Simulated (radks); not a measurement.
Results of a calculation; reference values are marked as such.
Coulomb parameter of the 4d shell of neutral palladium in the model configuration [Kr] 4d9 5s1, as a second difference U = [E(n + 0.5) + E(n - 0.5) - 2 E(n)] / (0.5)^2 with all orbitals relaxed. "Bare": the charge of the atom changes with n. "Screened": the 5s shell takes up the change at fixed total charge, which measures U(4d,4d) + U(5s,5s) - 2 U(4d,5s). Code: a radial shooting solver on a logarithmic mesh with Libxc functionals. Model: Dirac Kohn-Sham, PBEsol, spin-unpolarised, spherical densities, point nucleus; open shells are shared between the two j in proportion to 2j + 1.

\begin{tabular}{lrr}
case & configuration & E - E(n) (eV) \\ \hline
start & [Kr] 4d9 5s1 & 0.000 \\
bare +0.5 & [Kr] 4d9.5 5s1 & -2.158 \\
bare -0.5 & [Kr] 4d8.5 5s1 & 4.665 \\
screened +0.5 & [Kr] 4d9.5 5s0.5 & -0.953 \\
screened -0.5 & [Kr] 4d8.5 5s1.5 & 1.387 \\
\end{tabular}

U(bare) = 10.026 eV, U(screened by 5s) = 1.735 eV. The step up makes a negative ion, whose loosely bound charge lowers the bare value.
